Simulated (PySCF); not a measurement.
Symmetry of computed structures. Method: PBE0/def2-SVPD in PySCF (dipole) on a GFN2-xTB geometry, gas phase. The symmetry is that of the one conformer found, every atom within 0.08 Å of its image; none is proved a minimum here.

Task: Point group, rotor type and polarity of `[CH:1]#[C:2][C:3](=[O:4])[NH:5][C:6]([CH3:7])=[S:8]` with C2–C3–N5–C6 180°, C3–N5–C6–C7 0°, H–C7–C6–N5 -59° (nearest H)?

Result: Cs; asymmetric top; symmetry number 1; 2 operations, which sort the 13 atoms into 12 sets; dipole 2.76 D, in the ab plane, which is the mirror; heavy atoms equivalent by symmetry: none.

Task: Point group, rotor type and polarity of `[CH:1]#[C:2]/[C:3]([Cl:4])=[CH:5]\[O:6][CH3:7]` with C3–C5–O6–C7 0°, H–C7–O6–C5 61° (nearest H)?

Result: Cs; asymmetric top; symmetry number 1; 2 operations, which sort the 12 atoms into 11 sets; dipole 2.46 D, in the ab plane, which is the mirror.

Task: What symmetry has `[CH2:1]=[CH:2][CH2:3][CH:4]=[CH2:5]` with C1–C2–C3–C4 117°, C2–C3–C4–C5 117°?

Result: C2; near-prolate asymmetric top; symmetry number 2; 2 operations, which sort the 13 atoms into 7 sets; this conformer is chiral (no improper operation); dipole 0.13 D, along b, the twofold axis; heavy atoms equivalent by symmetry: C1/C5, C2/C4.

Task: `[CH3:1][C:2](=[S:3])[c:4]1[cH:5][cH:6][o:7][n:8]1` with C1–C2–C4–C5 180°, H–C1–C2–S3 0° (nearest H): symmetry, top, dipole?

Result: Cs; asymmetric top; symmetry number 1; 2 operations, which sort the 13 atoms into 12 sets; dipole 1.63 D, in the ab plane, which is the mirror; heavy atoms equivalent by symmetry: none.
